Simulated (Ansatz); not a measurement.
CH$_{5}$FN$_{2}$SSi (`N[C@H]1N[Si@H](F)S1`) from Hartree–Fock to CCSD(T)

Z-matrix (Å, degrees):
```
C
N 1 1.439
S 1 1.927 2 98.1
N 1 1.408 2 112.4 3 124.1
H 1 1.093 2 114.5 3 -110.7
Si 2 1.699 1 102.6 3 5.5
H 2 1.006 1 118.6 3 175.7
H 4 1.011 1 112.9 2 177.2
H 4 1.012 1 111.8 2 -58.0
F 6 1.596 2 115.4 1 111.2
H 6 1.477 2 118.0 1 -126.3
```

Charge 0, multiplicity 1. Geometry: relaxed with PBE0-D4/def2-TZVP. It is one conformer, not always the lowest. Frozen core, restricted reference, Ansatz 0.2.0. CBS rows extrapolate triple and quadruple zeta; past MP2 they add the triple-zeta difference.

```json
{"basis": "def2-TZVPP", "HF (Eh)": "-935.82096", "MP2 corr.": "-1.12288", "CCSD corr.": "-1.15753", "(T)": "-0.04847", "CCSD(T) total": "-937.02696"}
{"basis": "def2-QZVPP", "HF (Eh)": "-935.85336", "MP2 corr.": "-1.21366", "CCSD corr.": "–", "(T)": "–", "CCSD(T) total": "–"}
{"basis": "CBS(def2)", "HF (Eh)": "-935.85783", "MP2 corr.": "-1.28091", "CCSD corr.": "-1.31556", "(T)": "as TZ", "CCSD(T) total": "-937.22186"}
```
